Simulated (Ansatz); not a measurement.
Compare A (`C=C1[SiH2]N1C`) with its isomer B (`[SiH3]N=C1CC1`).

Isolated molecules relaxed with PBE0-D4/def2-TZVP in Ansatz; ΔE leaves out vibrations. CCSD(T)/CBS is the MP2 limit (def2-TZVPP, def2-QZVPP) plus CCSD(T) − MP2 in def2-TZVPP, frozen cores. DFT in def2-TZVPP. B3LYP here is the variant with VWN-RPA as its local correlation; programs differ in this.

Which is lower in electronic energy at CCSD(T)/CBS, and by how much? (An estimate is asked.)

Ansatz gave: B, by 17.3 kJ/mol.

Give E(B) − E(A) in kJ/mol with PBE-D4, r2SCAN-D4, ωB97M-V, MP2/def2-TZVPP, B3LYP, CCSD(T)/def2-TZVPP, HF/def2-TZVPP. (Best estimate.)

The calculation gave: PBE-D4 -12.7, r2SCAN-D4 -17.4, ωB97M-V -21.4, MP2/def2-TZVPP -18.8, B3LYP -19.5, CCSD(T)/def2-TZVPP -23.0, HF/def2-TZVPP -41.6. None reverses the order clearly.

Largest T1 diagnostic: 0.013.

In def2-TZVPP, CCSD(T) changes the Hartree–Fock value by +18.6 kJ/mol (the triples alone add +3.1 kJ/mol) and MP2 by +22.8 kJ/mol. From PBE to PBE0 (25 % exact exchange), in def2-TZVPP and without D4, E(B) − E(A) moves by −4.2 kJ/mol.
